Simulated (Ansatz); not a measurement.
Reaction (ligand exchange at a B–C bond): `BBC=C` + HBr → `BBBr` + ethylene

Gas-phase electronic energies from Ansatz, PBE0-D4/def2-TZVP geometries. CCSD(T)/CBS is the MP2 limit (def2-TZVPP, def2-QZVPP) plus CCSD(T) − MP2 in def2-TZVPP, frozen cores. This one scheme is used for every species. Functionals use def2-TZVPP. B3LYP here is the variant with VWN-RPA as its local correlation; programs differ in this. For Br outer-core shells are correlated without core-valence functions, which leaves a few kJ/mol of doubt a bond. Scalar relativity is left out up to krypton. Each species was taken in one conformer, which may not be the lowest.

`BBC=C`:

Cartesian coordinates in Å:
```
B -1.077 1.686 0.632
B -0.195 0.304 0.535
C 0.289 -0.455 -0.719
C 1.009 -1.578 -0.611
H -0.564 2.770 0.700
H -2.276 1.678 0.702
H 0.120 -0.186 1.595
H 0.062 -0.102 -1.723
H 1.267 -1.980 0.364
H 1.363 -2.135 -1.475
```

HBr:

Z-matrix (Å, degrees):
```
Br
H 1 1.420
```

`BBBr`:

Cartesian coordinates in Å:
```
B 0.357 0.030 -0.806
B -0.564 -0.034 0.556
Br 0.490 -0.020 2.159
H 0.775 -0.965 -1.326
H 0.688 1.076 -1.288
H -1.745 -0.088 0.705
```

`C=C`:

```xyz
6

C     0.187   -0.564   -0.291
C    -0.187    0.564    0.291
H    -0.511   -1.175   -0.852
H     1.209   -0.924   -0.229
H     0.511    1.175    0.852
H    -1.209    0.924    0.229
```

Is it downhill or uphill in electronic energy at CCSD(T)/CBS, and by how much? (Estimate.)

The calculation gave: Downhill: ΔE = -0.71 eV.

What do these levels give: revPBE-D4, r2SCAN-D4, B3LYP-D4, r2SCAN0-D4, ωB97M-V, PBE-QIDH, BLYP, PBE0, LC-ωPBE, MP2/def2-QZVPP, HF/CBS(def2), CCSD/CBS(def2)? (Estimate.)

The calculation gave: revPBE-D4 -0.64, r2SCAN-D4 -0.67, B3LYP-D4 -0.65, r2SCAN0-D4 -0.68, ωB97M-V -0.66, PBE-QIDH -0.69, BLYP -0.65, PBE0 -0.66, LC-ωPBE -0.66, MP2/def2-QZVPP -0.73, HF/CBS(def2) -0.70, CCSD/CBS(def2) -0.71 eV.

Largest T1 diagnostic among the species: 0.012.

Leaving LDA and LC-ωPBE aside and taking each functional with its dispersion term where it has one, the values, not all of them listed here, spread over 0.09 eV, from PBE-QIDH to B97M-V. LDA lies +0.07 eV from PBE without D4. At CCSD(T), def2-SVP lies +0.05 eV from the extrapolated value and def2-TZVPP +0.02 eV.
